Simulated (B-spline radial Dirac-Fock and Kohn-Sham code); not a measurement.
Widths and yields of inner-shell holes in Mo⁶⁺

System: Mo⁶⁺ in the configuration 1s2 2s2 2p6 3s2 3p6 3d10 4s2 4p6.

Input file task.json (cfg lists n, l and occupation; rrms is the nuclear radius in fm):

```json
{"items": [{
  "Z": 42,
  "q": 6,
  "cfg": [[1, 0, 2], [2, 0, 2], [2, 1, 6], [3, 0, 2], [3, 1, 6], [3, 2, 10], [4, 0, 2], [4, 1, 6]],
  "A": 98,
  "rrms": 4.4091,
  "do": ["binding", "quiet", "decay"],
  "holes": ["K", "L1", "L2", "L3", "M1", "M2", "M3", "M4", "M5", "N1", "N2", "N3"]
}]}
```

Command: `python xray_run.py task.json out`

Level of theory: one-electron (LDA, Dirac) transition rates at Dirac-Fock energies; a radial finite-basis atomic code.

Partial widths are in eV. Coster-Kronig decay leaves a hole in the same principal shell; its rates are the weakest part of the model, often 1.5 to 2.5 times too large and more for N holes. Holes without an open Auger channel, or with an unreliable SCF state, are not listed.

```
hole  radiative   Auger  Coster-Kronig   total  fluorescence yield  lifetime (fs)
   K       3.39    1.05              0    4.44               0.764          0.148
  L1     0.0445    1.02          0.881    1.94              0.0229          0.339
  L2     0.0640    1.50              0    1.57              0.0409          0.420
  L3     0.0621    1.62              0    1.68                   ?              ?
  M1   0.000839   0.149           1.32    1.47            0.000571          0.448
  M2   0.000604   0.171           2.41    2.58            0.000234          0.255
  M3   0.000526   0.176           2.53    2.71            0.000194          0.243
  M4   4.81e-05  0.0351              0  0.0351             0.00137           18.7
  M5   4.46e-05  0.0386              0  0.0386             0.00115           17.0
```

Question: What are the fluorescence yield and the lifetime of the L3 hole?

Answer: The yield is the radiative width over the total, 0.0370, and the lifetime is ħ/Γ = 0.392 fs.

Values without a named source are computed, but for edge energies of neutral atoms, which are taken from tables.
